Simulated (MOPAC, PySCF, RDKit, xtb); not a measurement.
Pair of molecules: CH4O (SMILES CO) (first 6 atoms) with CH6Si (SMILES C[SiH3]); geometry from B3LYP-D3(BJ)/def2-TZVP, rigid monomers moved along the line of their centres of mass till O2···Si8 is 3.00 Å.
(charge 0, multiplicity 1):
| atom | x (Å) | y (Å) | z (Å) |
|---|---|---|---|
| C | 0.3369 | -0.2705 | -0.2764 |
| O | 0.5299 | 0.7842 | 0.6579 |
| H | -0.2144 | -1.1086 | 0.1618 |
| H | 1.3268 | -0.6210 | -0.5648 |
| H | -0.1859 | 0.0709 | -1.1759 |
| H | -0.3309 | 1.1081 | 0.9428 |
| C | 1.3369 | 0.3862 | 3.6621 |
| Si | -0.3828 | -0.2659 | 3.3198 |
| H | 1.8051 | 0.6925 | 2.7263 |
| H | 1.9567 | -0.3815 | 4.1292 |
| H | 1.3023 | 1.2462 | 4.3334 |
| H | -1.2361 | 0.7766 | 2.6894 |
| H | -1.0567 | -0.6789 | 4.5768 |
| H | -0.3514 | -1.4392 | 2.4140 |

Monomers are frozen at their geometry in the pair; levels with a basis set take the counterpoise correction. RDKit's UFF carries no charges.

Rows in 6-31G* carry no dispersion term and start afresh at each structure (6-31G* with six Cartesian d functions). The state reached by PM6 isn't checked.

Programs: MOPAC for PM6 (differences of heats of formation); PySCF for 6-31G* rows; RDKit for the force fields; xtb for the GFN methods. 

Q: One of these levels gives 3.32 kcal/mol for the interaction energy. Which one is it?
(A) UFF
(B) HF/6-31G*
(C) PM6
(D) GFN-FF

A: B, HF/6-31G*. The others give 6.52 (UFF), 0.35 (GFN-FF), 1.43 (PM6)
